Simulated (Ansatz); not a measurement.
Consider the redistribution: `O[CH](Cl)[GeH2][SH]` + `P[SiH2]Cl` → `[PH2][GeH2][SH]` + `OC(Cl)[SiH2]Cl`.

Isolated molecules relaxed with PBE0-D4/def2-TZVP in Ansatz; ΔE leaves out vibrations. CBS: MP2 limit from def2 TZ/QZ plus the TZ coupled-cluster correction, frozen cores. Functionals use def2-TZVPP. B3LYP here is the variant with VWN-RPA as its local correlation; programs differ in this. HSE06 is defined as in plane-wave codes. For Ge outer-core shells are correlated without core-valence functions, which leaves a few kJ/mol of doubt a bond. Scalar relativity is left out up to krypton. One conformer a species, not always the lowest.

```
             level  ΔE (kJ/mol)  difference from CCSD(T)/CBS
       LDA (SPW92)        -17.1                         -6.1
            PBE-D4        -15.6                         -4.6
           BLYP-D4        -17.4                         -6.4
         r2SCAN-D4        -15.0                         -4.0
            B97M-V        -12.2                         -1.2
           PBE0-D4        -14.3                         -3.3
          B3LYP-D4        -16.1                         -5.1
        r2SCANh-D4        -14.7                         -3.7
        r2SCAN0-D4        -14.4                         -3.4
          HSE06-D4        -14.4                         -3.4
          BHLYP-D4        -14.9                         -3.9
      CAM-B3LYP-D4        -14.2                         -3.2
           ωB97M-V        -14.8                         -3.8
            B2PLYP        -13.3                         -2.3
          PBE-QIDH        -12.2                         -1.2
               PBE        -14.5                         -3.5
            revPBE        -12.7                         -1.7
              BLYP        -15.1                         -4.1
            r2SCAN        -14.9                         -3.9
              PBE0        -13.3                         -2.3
             B3LYP        -14.3                         -3.3
           r2SCANh        -14.6                         -3.6
           r2SCAN0        -14.2                         -3.2
             HSE06        -13.5                         -2.5
             BHLYP        -13.5                         -2.5
           LC-ωPBE        -10.3                          0.7
RPA@PBE/def2-TZVPP        -11.2                         -0.2
       HF/def2-SVP        -11.7                         -0.7
      MP2/def2-SVP        -14.4                         -3.4
     CCSD/def2-SVP        -14.0                         -3.0
  CCSD(T)/def2-SVP        -14.8                         -3.8
    MP2/def2-TZVPP        -11.5                         -0.5
   CCSD/def2-TZVPP        -10.8                          0.2
CCSD(T)/def2-TZVPP        -11.6                         -0.6
     HF/def2-QZVPP        -10.7                          0.3
    MP2/def2-QZVPP        -11.3                         -0.3
SCS-MP2/def2-QZVPP        -10.9                          0.1
      HF/CBS(def2)        -10.8                          0.2
     MP2/CBS(def2)        -10.9                          0.1
    CCSD/CBS(def2)        -10.2                          0.8
       CCSD(T)/CBS        -11.0                            0
```

Largest T1 diagnostic among the species: 0.012.

Leaving LDA and LC-ωPBE aside and taking each functional with its dispersion term where it has one, the values, not all of them listed here, spread over 5.5 kJ/mol, from BLYP-D4 to ωB97X-V. At CCSD(T), def2-SVP lies −3.8 kJ/mol from the extrapolated value and def2-TZVPP −0.6 kJ/mol.

CCSD(T)/CBS has its own doubt, a few kJ/mol and more with outer-core shells, so smaller differences from it don't rank the levels.
